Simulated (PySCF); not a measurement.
CH6Cl2Si2 (SMILES [SiH3]C[SiH](Cl)Cl), singlet, at a GFN2-xTB geometry, atoms displaced at random by about 0.03 Å a coordinate; PBE/STO-3G, gradient run with PySCF.

Input for PySCF:
```python
from pyscf import gto, scf, dft

mol = gto.Mole()
mol.atom = '''
    Si   -1.76722890   -1.52604420    0.42087889
    C    -0.36925411   -1.26998598   -0.84458316
    Si    0.73178992    0.23320994   -0.61975236
    Cl   -0.37263222    1.92148657   -0.59969343
    Cl    1.68201547    0.09259558    1.11485710
    H    -2.53830849   -2.79437610    0.07424399
    H    -2.70244166   -0.44950017    0.48693616
    H    -1.16429926   -1.72129027    1.78988431
    H    -0.80582309   -1.25340072   -1.86907183
    H     0.28732448   -2.15428762   -0.92687187
    H     1.73162980    0.41598684   -1.65584078
'''
mol.basis = 'sto-3g'
mol.verbose = 4
mol.build()

mf = dft.RKS(mol)
mf.xc = 'pbe'
mf.grids.level = 0
mf.kernel()
g = mf.nuc_grad_method()
g.grid_response = False
grad = g.kernel()
```

Task: Predict the main parts of the log of this PySCF run.

Result: 
```
PySCF version 2.14.0

[INPUT] verbose = 4
[INPUT] num. atoms = 11
[INPUT] num. electrons = 74
[INPUT] charge = 0
[INPUT] spin (= nelec alpha-beta = 2S) = 0
[INPUT] symmetry False subgroup None
[INPUT] Mole.unit = angstrom
[INPUT] Symbol           X                Y                Z      unit          X                Y                Z       unit  Magmom
[INPUT]  1 Si    -1.767228900000  -1.526044200000   0.420878890000 AA   -3.339578620416  -2.883805591981   0.795345833711 Bohr   0.0
[INPUT]  2 C     -0.369254110000  -1.269985980000  -0.844583160000 AA   -0.697789138270  -2.399925684237  -1.596030861820 Bohr   0.0
[INPUT]  3 Si     0.731789920000   0.233209940000  -0.619752360000 AA    1.382882529517   0.440702916126  -1.171162225453 Bohr   0.0
[INPUT]  4 Cl    -0.372632220000   1.921486570000  -0.599693430000 AA   -0.704172840989   3.631083369330  -1.133256341401 Bohr   0.0
[INPUT]  5 Cl     1.682015470000   0.092595580000   1.114857100000 AA    3.178548575582   0.174980286545   2.106774587027 Bohr   0.0
[INPUT]  6 H     -2.538308490000  -2.794376100000   0.074243990000 AA   -4.796707865758  -5.280605518030   0.140300807495 Bohr   0.0
[INPUT]  7 H     -2.702441660000  -0.449500170000   0.486936160000 AA   -5.106874605015  -0.849432214245   0.920175982547 Bohr   0.0
[INPUT]  8 H     -1.164299260000  -1.721290270000   1.789884310000 AA   -2.200206728434  -3.252767191179   3.382391140556 Bohr   0.0
[INPUT]  9 H     -0.805823090000  -1.253400720000  -1.869071830000 AA   -1.522784944951  -2.368584085133  -3.532033865840 Bohr   0.0
[INPUT] 10 H      0.287324480000  -2.154287620000  -0.926871870000 AA    0.542964576083  -4.071013595341  -1.751533986863 Bohr   0.0
[INPUT] 11 H      1.731629800000   0.415986840000  -1.655840780000 AA    3.272306071135   0.786101199023  -3.129085580086 Bohr   0.0

nuclear repulsion = 432.431416999185
number of shells = 29
number of NR pGTOs = 141
number of NR cGTOs = 47
basis = sto-3g
ecp = {}

******** <class 'pyscf.dft.rks.RKS'> ********
method = RKS
initial guess = minao
damping factor = 0
level_shift factor = 0
DIIS = <class 'pyscf.scf.diis.CDIIS'>
diis_start_cycle = 1
diis_space = 8
diis_damp = 0
SCF conv_tol = 1e-09
SCF conv_tol_grad = None
SCF max_cycles = 50
direct_scf = True
direct_scf_tol = 1e-13
XC library pyscf.dft.libxc version 7.1.2
    S. Lehtola, C. Steigemann, M. J. T. Oliveira, and M. A. L. Marques,  SoftwareX 7, 1–5 (2018)
XC functionals = pbe
    J. P. Perdew, K. Burke, and M. Ernzerhof,  Phys. Rev. Lett. 77, 3865 (1996)
    J. P. Perdew, K. Burke, and M. Ernzerhof,  Phys. Rev. Lett. 78, 1396 (1997)
    J. P. Perdew, K. Burke, and M. Ernzerhof,  Phys. Rev. Lett. 77, 3865 (1996)
    J. P. Perdew, K. Burke, and M. Ernzerhof,  Phys. Rev. Lett. 78, 1396 (1997)
radial grids:
    Treutler-Ahlrichs [JCP 102, 346 (1995); DOI:10.1063/1.469408] (M4) radial grids

becke partition: Becke, JCP 88, 2547 (1988); DOI:10.1063/1.454033
pruning grids: <function nwchem_prune>
grids dens level: 0
symmetrized grids: False
atomic radii adjust function: <function treutler_atomic_radii_adjust>
small_rho_cutoff = 0
Set gradient conv threshold to 3.16228e-05
Initial guess from minao.
tot grids = 11304
init E= -1522.6823989714
  HOMO = -0.353432543176253  LUMO = 0.00350413121424009  gap/eV = 9.71274
cycle= 1 E= -1523.19190862462  delta_E= -0.51  |g|= 0.511  |ddm|= 3.79
  HOMO = -0.174420577508364  LUMO = 0.0789775393311068  gap/eV = 6.89531
cycle= 2 E= -1523.15416453728  delta_E= 0.0377  |g|= 0.624  |ddm|= 2.04
  HOMO = -0.196192849252468  LUMO = 0.113218286287379  gap/eV = 8.41951
cycle= 3 E= -1523.29645515717  delta_E= -0.142  |g|= 0.0511  |ddm|= 1.11
  HOMO = -0.197166172866769  LUMO = 0.114487219786961  gap/eV = 8.48052
cycle= 4 E= -1523.2972716551  delta_E= -0.000816  |g|= 0.0177  |ddm|= 0.114
  HOMO = -0.198468190890742  LUMO = 0.111874517361093  gap/eV = 8.44486
cycle= 5 E= -1523.29738336321  delta_E= -0.000112  |g|= 0.00223  |ddm|= 0.0314
  HOMO = -0.198303579668796  LUMO = 0.112240371666007  gap/eV = 8.45033
cycle= 6 E= -1523.29738563087  delta_E= -2.27e-06  |g|= 0.000352  |ddm|= 0.00493
  HOMO = -0.198265549380926  LUMO = 0.112268577204068  gap/eV = 8.45006
cycle= 7 E= -1523.29738568337  delta_E= -5.25e-08  |g|= 6.69e-05  |ddm|= 0.000762
  HOMO = -0.198268561836472  LUMO = 0.112266981977132  gap/eV = 8.45010
cycle= 8 E= -1523.29738568552  delta_E= -2.15e-09  |g|= 1.09e-05  |ddm|= 0.000162
  HOMO = -0.198268913974808  LUMO = 0.112266560197039  gap/eV = 8.45010
cycle= 9 E= -1523.29738568558  delta_E= -6.12e-11  |g|= 9.79e-07  |ddm|= 2.72e-05
  HOMO = -0.198269100899928  LUMO = 0.112266397429977  gap/eV = 8.45010
Extra cycle  E= -1523.29738568558  delta_E= -6.37e-12  |g|= 6.92e-07  |ddm|= 3.99e-06
converged SCF energy = -1523.29738568558

******** <class 'pyscf.grad.rks.Gradients'> for <class 'pyscf.dft.rks.RKS'> ********
unit = Eh/Bohr
grid_response = False
--------------- RKS gradients ---------------
         x                y                z
0 Si    -0.0078634909     0.0435726167    -0.0171455061
1 C     0.0092519182     0.0030199316     0.0144469752
2 Si     0.0110062409     0.0319041984     0.0510147854
3 Cl     0.0180024916    -0.0306463088     0.0017562382
4 Cl    -0.0280443275     0.0007617402    -0.0467511827
5 H    -0.0150863092    -0.0235932401    -0.0047699234
6 H     0.0067424429    -0.0133647885     0.0030876443
7 H     0.0087462704    -0.0033953652     0.0204248425
8 H     0.0020871419    -0.0091961164    -0.0053075561
9 H    -0.0015052310     0.0026053334    -0.0118407863
10 H    -0.0039782587     0.0019300413     0.0052963218
----------------------------------------------
```
